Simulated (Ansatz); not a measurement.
Problem. Name a neutral molecule of Br, C and H with HOMO–LUMO gap (PBE0/def2-TZVPP) between 6.85 and 7.15 eV and LUMO energy (PBE0/def2-TZVPP) between -0.90 and -0.60 eV (Ansatz, PBE0-D4/def2-TZVP geometry).

Solution. `CC(Br)Br` (7.09 eV, -0.85 eV); `CC(Br)C(C)(C)Br` (7.01 eV, -0.82 eV). Other molecules can fit too; these were computed, each in one conformer that needn't be the lowest.
